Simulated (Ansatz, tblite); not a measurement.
Compound nanocrystal family: gap (eV) at several levels, gas phase, relaxed structures; Ansatz, xTB through tblite. Core potentials for Cd, In in the def2 sets, no spin–orbit coupling. Levels of anions in sets without diffuse functions are rough. A dash marks a value that wasn't run or was left out as unsound. The structures are stationary points that may keep the symmetry of their start.

```json
{"species": "Cd12H30S12, cut from wurtzite", "state": "singlet", "geometry": "r2SCAN-D4/def2-SVP", "GFN1-xTB": "2.51", "GFN2-xTB": "2.35", "PBE-D4/def2-SVP": "3.00", "PBE-D4/def2-TZVP": "2.99", "PBE0-D4/def2-SVP": "4.80", "PBE0-D4/def2-TZVP": "4.79"}
{"species": "In7As7H20, cut from wurtzite", "state": "singlet", "geometry": "PBE-D4/def2-SVP", "GFN1-xTB": "2.97", "GFN2-xTB": "2.97", "PBE-D4/def2-SVP": "3.62", "PBE-D4/def2-TZVP": "–", "PBE0-D4/def2-SVP": "5.26", "PBE0-D4/def2-TZVP": "–"}
{"species": "Zn3O3H12, cut from wurtzite", "state": "singlet", "geometry": "r2SCAN-D4/def2-SVP", "GFN1-xTB": "5.50", "GFN2-xTB": "7.38", "PBE-D4/def2-SVP": "5.07", "PBE-D4/def2-TZVP": "4.60", "PBE0-D4/def2-SVP": "7.24", "PBE0-D4/def2-TZVP": "6.56"}
{"species": "B13P13H30, cut from zinc blende", "state": "singlet", "geometry": "r2SCAN-D4/def2-SVP", "GFN1-xTB": "4.53", "GFN2-xTB": "3.77", "PBE-D4/def2-SVP": "4.26", "PBE-D4/def2-TZVP": "–", "PBE0-D4/def2-SVP": "6.09", "PBE0-D4/def2-TZVP": "–"}
{"species": "In9N9H24, cut from wurtzite", "state": "singlet", "geometry": "PBE-D4/def2-SVP", "GFN1-xTB": "2.79", "GFN2-xTB": "3.05", "PBE-D4/def2-SVP": "3.94", "PBE-D4/def2-TZVP": "3.73", "PBE0-D4/def2-SVP": "5.98", "PBE0-D4/def2-TZVP": "5.72"}
```

Estimate the rows for Al15N15H36, cut from wurtzite (singlet, PBE-D4/def2-SVP geometry); In14P13H34⁻, cut from wurtzite (singlet, PBE-D4/def2-SVP geometry).


```tsv
species	state	geometry	GFN1-xTB	GFN2-xTB	PBE-D4/def2-SVP	PBE-D4/def2-TZVP	PBE0-D4/def2-SVP	PBE0-D4/def2-TZVP
Al15N15H36, cut from wurtzite	singlet	PBE-D4/def2-SVP	4.08	4.79	4.99	4.67	7.04	6.63
In14P13H34⁻, cut from wurtzite	singlet	PBE-D4/def2-SVP	2.78	2.25	2.90	2.86	4.55	4.50
```
